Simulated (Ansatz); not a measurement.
Steps of a relaxation of C2H6MgOS (`C[O][Mg][S]C`) with RKS PBE0-D4/def2-TZVP.

```sh
$ ansatz run in.yaml --threads 4 --pin off --events-out ev --progress --plain --max-ram 10444MiB
```

```yaml
crystal:
  periodic: [false, false, false]
  atoms:
    - {symbol: C, position_ang: [0.090534, -0.642475, 2.991504]}
    - {symbol: O, position_ang: [0.123988, -0.696126, 1.609605]}
    - {symbol: Mg, position_ang: [0.165981, -0.757122, -0.172110]}
    - {symbol: S, position_ang: [0.220466, -0.835063, -2.481506]}
    - {symbol: C, position_ang: [-0.139478, 0.919518, -2.945755]}
    - {symbol: H, position_ang: [0.242495, -1.647352, 3.457623]}
    - {symbol: H, position_ang: [0.884284, 0.025448, 3.408661]}
    - {symbol: H, position_ang: [-0.885867, -0.257143, 3.376683]}
    - {symbol: H, position_ang: [-1.139310, 1.249722, -2.602575]}
    - {symbol: H, position_ang: [-0.127790, 0.961853, -4.051908]}
    - {symbol: H, position_ang: [0.629997, 1.621639, -2.569723]}
basis:
  gaussian: {orbitals: def2-TZVP}
hamiltonian: {xc: pbe0, dispersion: d4}
relax: {f_tol: 0.005, max_steps: 150}
```

Positions (Å) and forces (eV/Å) along the path, 7 of 7 steps:

```xyz
11
step=1 energy=-20491.0636 eV
C     0.091   -0.642    2.992   -0.008    0.009    0.356
O     0.124   -0.696    1.610    0.000    0.006   -0.089
Mg    0.166   -0.757   -0.172   -0.005    0.003    0.253
S     0.220   -0.835   -2.482   -0.100    0.460    0.209
C    -0.139    0.920   -2.946   -0.038    0.193   -0.131
H     0.242   -1.647    3.458   -0.071    0.480   -0.298
H     0.884    0.025    3.409   -0.379   -0.322   -0.273
H    -0.886   -0.257    3.377    0.470   -0.187   -0.257
H    -1.139    1.250   -2.603    0.513   -0.211   -0.155
H    -0.128    0.962   -4.052   -0.004   -0.032    0.557
H     0.630    1.622   -2.570   -0.379   -0.399   -0.172
11
step=2 energy=-20491.1091 eV
C     0.090   -0.638    2.975   -0.003    0.002    0.163
O     0.123   -0.690    1.599    0.004    0.000   -0.241
Mg    0.165   -0.750   -0.171   -0.003   -0.003    0.241
S     0.218   -0.825   -2.457   -0.040    0.189    0.030
C    -0.139    0.916   -2.927    0.004   -0.020   -0.009
H     0.241   -1.634    3.428   -0.023    0.152   -0.085
H     0.877    0.023    3.381   -0.119   -0.101   -0.077
H    -0.877   -0.257    3.350    0.147   -0.058   -0.072
H    -1.127    1.237   -2.584    0.149   -0.050   -0.053
H    -0.127    0.955   -4.021   -0.002   -0.006    0.162
H     0.624    1.605   -2.552   -0.114   -0.105   -0.057
11
step=3 energy=-20491.1153 eV
C     0.090   -0.637    2.969    0.000   -0.003    0.035
O     0.123   -0.688    1.594    0.000    0.003   -0.070
Mg    0.164   -0.749   -0.163   -0.001   -0.001    0.046
S     0.216   -0.815   -2.442   -0.007    0.033   -0.019
C    -0.139    0.914   -2.922    0.012   -0.058    0.015
H     0.240   -1.630    3.417    0.002   -0.010    0.001
H     0.873    0.020    3.372    0.008    0.006    0.000
H    -0.873   -0.258    3.340   -0.009    0.004   -0.001
H    -1.123    1.236   -2.583   -0.011    0.009    0.004
H    -0.126    0.947   -4.010   -0.001    0.004   -0.016
H     0.620    1.602   -2.552    0.007    0.013    0.004
11
step=4 energy=-20491.1154 eV
C     0.090   -0.638    2.969    0.000   -0.002    0.020
O     0.122   -0.688    1.594   -0.001    0.004   -0.013
Mg    0.164   -0.747   -0.161    0.000   -0.002    0.001
S     0.216   -0.814   -2.441   -0.001    0.007   -0.004
C    -0.139    0.914   -2.922    0.004   -0.020    0.005
H     0.240   -1.631    3.417    0.000   -0.001   -0.002
H     0.873    0.020    3.372    0.001    0.000   -0.002
H    -0.873   -0.259    3.341   -0.001    0.000   -0.002
H    -1.123    1.237   -2.584   -0.002    0.005   -0.001
H    -0.126    0.946   -4.011   -0.001    0.003   -0.002
H     0.620    1.603   -2.553    0.000    0.005   -0.001
11
step=5 energy=-20491.1154 eV
C     0.090   -0.637    2.969   -0.001    0.006    0.015
O     0.121   -0.682    1.594   -0.001    0.003   -0.022
Mg    0.164   -0.747   -0.161    0.000    0.001    0.003
S     0.216   -0.815   -2.441   -0.001    0.007   -0.004
C    -0.138    0.913   -2.922    0.004   -0.018    0.005
H     0.240   -1.632    3.412    0.002   -0.012    0.007
H     0.874    0.019    3.374    0.001    0.001    0.000
H    -0.873   -0.260    3.343   -0.001    0.001    0.000
H    -1.123    1.236   -2.584   -0.001    0.004   -0.001
H    -0.126    0.946   -4.011   -0.001    0.003   -0.002
H     0.620    1.602   -2.553    0.000    0.004   -0.001
11
step=6 energy=-20491.1154 eV
C     0.090   -0.638    2.971    0.000   -0.003   -0.013
O     0.120   -0.678    1.595    0.000    0.000    0.008
Mg    0.163   -0.743   -0.160    0.000   -0.001    0.002
S     0.216   -0.815   -2.440    0.000    0.001    0.001
C    -0.138    0.912   -2.923   -0.001    0.009   -0.004
H     0.241   -1.634    3.411    0.000    0.003   -0.001
H     0.874    0.017    3.376    0.003    0.001    0.003
H    -0.873   -0.261    3.346   -0.003    0.000    0.003
H    -1.122    1.237   -2.586   -0.002   -0.004    0.002
H    -0.126    0.944   -4.013    0.001   -0.003   -0.001
H     0.620    1.603   -2.556    0.003   -0.003    0.001
11
step=7 energy=-20491.1154 eV
C     0.090   -0.639    2.972    0.000   -0.001    0.000
O     0.120   -0.676    1.596    0.000    0.000    0.000
Mg    0.163   -0.742   -0.159    0.000    0.000    0.000
S     0.216   -0.813   -2.439    0.000    0.000    0.000
C    -0.138    0.912   -2.925    0.000    0.000    0.000
H     0.241   -1.635    3.410    0.000    0.000    0.000
H     0.874    0.016    3.378    0.000    0.000    0.000
H    -0.873   -0.263    3.348    0.000    0.000    0.000
H    -1.122    1.237   -2.588    0.000    0.000    0.000
H    -0.126    0.943   -4.014    0.000    0.000    0.000
H     0.620    1.603   -2.558    0.000    0.000    0.000
```

Hardware: 4 threads of an Intel Xeon 6975P-C on a shared host. Wall time 13 s, peak host memory 0.51 GiB.
